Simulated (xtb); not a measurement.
Harmonic IR lines of one isomer of C₃H₄O, unscaled. Level of theory: GFN2-xTB (xtb).

wavenumber (cm⁻¹): 829 (m), 951 (m), 1040 (w), 1080 (w), 1128 (m), 1166 (m), 1943 (vs), 3043 (w), 3049 (w), 3155 (w)

Task: Say which structure gives these lines.
A) `C=C1CO1`
B) `OC1C=C1`
C) `CC=C=O`
D) `C#COC`

Result: A, `C=C1CO1`
